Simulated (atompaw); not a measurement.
# Cutoff test, Tb (Z = 65), PAW (atompaw)

* Element: terbium
* Generator: atompaw 4.2.0.5
* Type: PAW
* Functional: LDA (PW92)
* Relativity: scalar-relativistic
* Frozen core: [Kr] 4d10 4f8
* Valence charge: 11
* Reference configuration: 5s2 5p6 5d1.5 6s1.5 6p0
* Partial waves: 5s (bound); 6s (bound); 5p (bound); 6p (bound, empty); 5d (bound); 5d channel at 0.5 Ry; 5f channel at -0.05 Ry
* Local potential: ultrasoft scheme with l = 4 at 0 Ry, radius 2.05 bohr
* Core correction: smooth core density matched at 2.10 bohr
* Augmentation charge: gaussian compensation charge, radius 2.05 bohr; PAW radius 2.35 bohr; waves and projectors: bloechl

The pseudo-atom Hamiltonian at the reference potential is diagonalised in spherical Bessel functions j_l(qr) that vanish at 20 bohr, with q² up to the cutoff. All-electron valence levels (Ry): 5s -3.7225, 6s -0.3024, 5p -2.0053, 6p -0.0950, 5d -0.1593.

Problem. How do the lowest levels (Ry) of each channel move with the cutoff, and are there ghosts?

Solution.

```csv
cutoff (Ry),s #1,s #2,p #1,p #2,p #3,d #1,d #2,f #1,f #2,Σ f·Δε (mRy)
8,-3.6300,-0.2974,-1.7732,-0.0793,0.0518,-0.1178,0.0529,0.0967,0.2067,1647.1
12,-3.7096,-0.3021,-1.9458,-0.0907,0.0481,-0.1499,0.0501,0.0967,0.2067,397.1
18,-3.7218,-0.3024,-1.9993,-0.0945,0.0469,-0.1585,0.0494,0.0967,0.2067,38.3
21,-3.7223,-0.3024,-2.0033,-0.0948,0.0468,-0.1590,0.0494,0.0967,0.2067,12.6
30,-3.7224,-0.3024,-2.0052,-0.0950,0.0468,-0.1593,0.0494,0.0967,0.2067,0.4
40,-3.7224,-0.3024,-2.0053,-0.0950,0.0468,-0.1593,0.0494,0.0967,0.2067,0.1
400,-3.7225,-0.3024,-2.0053,-0.0950,0.0468,-0.1593,0.0494,0.0967,0.2067,0.0
```

Result: no extra level below or beside the all-electron valence levels (s, p, d, f tested); 10 mRy is reached at 25 Ry and 1 mRy at 30 Ry.
